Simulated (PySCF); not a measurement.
C₇H₉NO.
Numbering: `[N:1]#[C:2][C@@H:3]1[CH2:4][CH2:5][C@@:6]12[CH2:7][C@@H:8]2[OH:9]` (hydrogens: H10 on C3; H11, H12 on C4; H13, H14 on C5; H15, H16 on C7; H17 on C8; H18 on O9)

Cartesian coordinates in Å at the GFN2-xTB level; atoms count from 1:
```xyz
18
C7H9NO angstrom
N     -1.192   -0.197    3.034
C     -1.193    0.090    1.926
C     -1.179    0.434    0.534
C     -1.813   -0.607   -0.422
C     -0.493   -0.703   -1.205
C      0.155    0.218   -0.186
C      1.236    1.229   -0.407
C      1.490    0.017    0.455
O      2.276   -1.021   -0.033
H     -1.577    1.446    0.412
H     -2.092   -1.530    0.082
H     -2.665   -0.234   -0.984
H     -0.045   -1.693   -1.250
H     -0.539   -0.284   -2.209
H      1.154    2.192    0.074
H      1.698    1.251   -1.383
H      1.565    0.169    1.531
H      3.205   -0.770    0.020
```

Computed, not measured: TDDFT PBE0/def2-SVPD, vertical, gas phase, core orbitals frozen in the response (PySCF 2.14.0, density-fitted response routines).

Kohn–Sham orbitals with the atoms that hold most of them (Löwdin shares over 4%, at most four atoms; ? is withheld):

| orbital | ε (eV) | atoms |
| --- | --- | --- |
| LUMO+2 | 0.62 | N1 18%, C2 16%, C3 11%, H10 10% |
| LUMO+1 | 0.50 | O9 15%, N1 11%, C4 9%, H18 9% |
| LUMO | ? | O9 16%, H18 10%, C7 8%, C5 7% |
| HOMO | -7.77 | ? |
| HOMO-1 | -8.26 | ? |
| HOMO-2 | -8.98 | N1 28%, C2 19%, C3 12%, C5 11% |
| HOMO-3 | -9.11 | N1 32%, C2 22%, O9 15%, C3 8% |

Q: Which atoms hold the HOMO, and with what shares?

A: O9 (bonded to C and H) 30%; C7 (bonded to 2 C and 2 H) 24%; C8 (bonded to 2 C, O and H) 16%; C6 (bonded to 4 C) 6%. By element: carbon 48% or more, oxygen 30%.

Q: Give the leading atoms of the HOMO-1.

A: C6 (bonded to 4 C) 25%; C8 (bonded to 2 C, O and H) 20%; O9 (bonded to C and H) 11%; C7 (bonded to 2 C and 2 H) 10%. By element: carbon 56% or more, oxygen 11%.

Q: What is the LUMO energy, and the HOMO–LUMO gap?

A: ε(LUMO) = 0.37 eV; the gap is 8.15 eV (0.2994 hartree).

Q: The HOMO–LUMO gap is 8.15 eV. Where does the response calculation put the lowest singlet, and from which orbitals?

A: S1 is at 6.83 eV (f = 0.0043), 1.31 eV below the gap, made of HOMO→LUMO (67%), HOMO→LUMO+1 (27%). 

Next come S2 at 7.22 eV (f 0.0081), HOMO→LUMO+1 (40%), HOMO→LUMO+2 (28%), HOMO→LUMO (26%); S3 at 7.28 eV (f 0.0071), HOMO→LUMO+2 (64%), HOMO→LUMO+1 (30%); S4 at 7.45 eV (f 0.0063), HOMO-1→LUMO (84%), HOMO-1→LUMO+1 (11%); S5 at 7.58 eV (f 0.0027), HOMO-1→LUMO+1 (28%), HOMO-2→LUMO+2 (21%), HOMO-2→LUMO+1 (13%).

Löwdin shares depend on the basis, the more so with diffuse functions.

One conformer stands for the species.
